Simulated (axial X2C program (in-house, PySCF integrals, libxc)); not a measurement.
## Nuclear properties of TiF⁻

Computed with an axial X2C code built on PySCF integrals: two-component X2C with atomic mean-field Coulomb and Gaunt terms, Gaussian nuclei, basis Ti dyall-acv3z, F dyall-av3z with contracted cores.

R = 1.977 Å (near the PBE0 minimum at charge -1 of the determinant lowest at the starting distance; the state shown can have its own minimum elsewhere).

Determinant lowest in the PBE0 search, Ω = 1 (⟨Sz⟩ = 1.00, ⟨Lz⟩ = 0.00 at PBE0), spin on the atoms Ti 1.00, F 0.00:

```json
{"level": "PBE0", "Eeff magnitude (GV/cm)": "0.112", "Ws magnitude Ti (kHz)": "0.043", "A∥/gI Ti (MHz)": "54.1", "qzz Ti (a.u.)": "0.75", "A∥/gI F (MHz)": "-5.4", "qzz F (a.u.)": "0.33"}
{"level": "HF", "Eeff magnitude (GV/cm)": "0.339", "Ws magnitude Ti (kHz)": "0.137", "A∥/gI Ti (MHz)": "-0.831", "qzz Ti (a.u.)": "0.75", "A∥/gI F (MHz)": "-4.28", "qzz F (a.u.)": "0.22"}
{"level": "BHandHLYP", "Eeff magnitude (GV/cm)": "0.0482", "Ws magnitude Ti (kHz)": "0.019", "A∥/gI Ti (MHz)": "-17.6", "qzz Ti (a.u.)": "0.79", "A∥/gI F (MHz)": "-4.25", "qzz F (a.u.)": "0.27"}
{"level": "TPSSh", "Eeff magnitude (GV/cm)": "0.145", "Ws magnitude Ti (kHz)": "0.0545", "A∥/gI Ti (MHz)": "34.9", "qzz Ti (a.u.)": "0.64", "A∥/gI F (MHz)": "-6.2", "qzz F (a.u.)": "0.35"}
{"level": "BP86", "Eeff magnitude (GV/cm)": "0.158", "Ws magnitude Ti (kHz)": "0.0598", "A∥/gI Ti (MHz)": "23", "qzz Ti (a.u.)": "0.79", "A∥/gI F (MHz)": "-4.48", "qzz F (a.u.)": "0.35"}
```

Determinant 0.09 eV from it at PBE0 and this distance, Ω = 2 (⟨Sz⟩ = -1.00, ⟨Lz⟩ = 3.00 at PBE0), spin on the atoms Ti -1.00, F 0.00:

| level | Eeff magnitude (GV/cm) | Ws magnitude Ti (kHz) | Ws magnitude F (kHz) | A∥/gI Ti (MHz) | qzz Ti (a.u.) | A∥/gI F (MHz) | qzz F (a.u.) |
| --- | --- | --- | --- | --- | --- | --- | --- |
| PBE0 | 0.0232 | 0.00123 | 0.000522 | 229 | -0.57 | 19.1 | 0.37 |
| BHandHLYP | 0.00691 | 0.00432 | 0.000282 | 266 | -0.64 | 15.8 | 0.27 |
| TPSSh | 0.0391 | 0.00383 | 0.000563 | 240 | -0.57 | 20 | 0.40 |
| BP86 | 0.0452 | 0.00485 | 0.000561 | 226 | -0.46 | 21.6 | 0.42 |

Eeff is the effective electric field on the electron electric dipole moment in this Ω state and Ws the scalar–pseudoscalar constant of the nucleus named (defined with the proton number Z and per Ω); A∥ (defined per Ω) follows by multiplying with gI = μI/(I μN); qzz is the electric field gradient, eQq0 = 234.96 MHz × Q/barn × qzz. The operators were transformed with the bare-nucleus X2C matrices; with these basis sets, hyperfine constants and field gradients can be off by tens of per cent, and where levels differ in sign neither size nor sign is settled.

(1) With Q(47Ti) = 0.302 barn, gI(19F) = 5.2577 (g factors from the IAEA table of nuclear moments by Stone; Q from Pyykkö, Mol. Phys. 2018), turn the PBE0 values of the first state into constants in MHz.

Each state is one determinant with collinear spin, which with several unpaired electrons need not be a pure state. Unrestricted Hartree–Fock can overshoot spin polarisation at the nuclei. In the state Ω = 2 the sign of Eeff differs between levels (BHandHLYP against PBE0). For an anion, determinants above electron detachment, or with a positive highest level, are held by the basis set. With several open shells hyperfine constants can be off by a factor of several. Where Eeff spreads by more than a factor of two the levels disagree and none is to be relied on. Open-shell Ω = 0 determinants with evenly filled partner blocks cannot be reached by this program, so the Ω shown need not be the lowest component. Left out as unconverged or as another state under the same occupation: HF in at least one table. At BHandHLYP a later determinant lies lower. States lie within half an eV, so the first need not be the ground state. The sign of Ws at Ti differs between levels in the second state. Further determinants of the search, some of them spin-mixed, are not shown. Where a field gradient or hyperfine factor spreads by more than a factor of two over the levels, a constant derived from it is not to be relied on. PBE0 term energies can be off by some tenths of an eV.

Answers

(1) eQq0(47Ti) = 234.96 × (0.302) × (0.75) = 53.2 MHz; A∥(19F) = -5.4 × 5.2577 = -28.4 MHz.
